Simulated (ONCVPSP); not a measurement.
**Transferability test, ONCV potential for C (Z = 6)**

| Item | Value |
| --- | --- |
| Element | carbon |
| Generator | ONCVPSP 4.0.1 |
| Type | optimised norm-conserving Vanderbilt (ONCV) |
| Functional | LDA (Perdew-Wang 92) |
| Relativity | scalar-relativistic |
| Frozen core | [He] |
| Valence charge | 4 |
| Reference configuration | 2s2 2p1.5 (charge +0.5) |
| Partial waves | 2s: rc 0.95 bohr, ncon 4, nbas 8, qcut 5.8 1/bohr, 2 projectors, debl 3.7 Ha; 2p: rc 1.40 bohr, ncon 4, nbas 8, qcut 4.9 1/bohr, 1 projector; d scattering state at 0.02 Ha: rc 1.25 bohr, ncon 4, nbas 8, qcut 7.3 1/bohr, 2 projectors, debl 2.8 Ha |
| Local potential | polynomial inside 0.90 bohr (lpopt 5, dvloc0 0 Ha) |
| Core correction | Teter function, fcfact 2.5, rcfact 1.2 |

Energies are relative to the spin-unpolarised reference configuration 2s2 2p1.5; without spin polarisation the order of configurations can differ from experiment.

```tsv
valence configuration	charge	ΔE all-electron (eV)	error AE − PS (meV)
2s2 2p2	0	-4.027	+2.3
2s2 2p0	+2	31.216	+144
```

Q: What are ΔE and the potential's error for 2s1 2p2?

A: ΔE = 15.451 eV all-electron; the error (AE − PS) is -3.5 meV.

Q: What are ΔE and the potential's error for 2s2 2p1?

A: ΔE = 6.958 eV all-electron; the error (AE − PS) is +6.6 meV.

Levels in the configuration 2s2 2p1:

| level | all-electron (eV) | pseudo (eV) |
| --- | --- | --- |
| 2s | -25.604 | -25.594 |
| 2p | -17.120 | -17.086 |
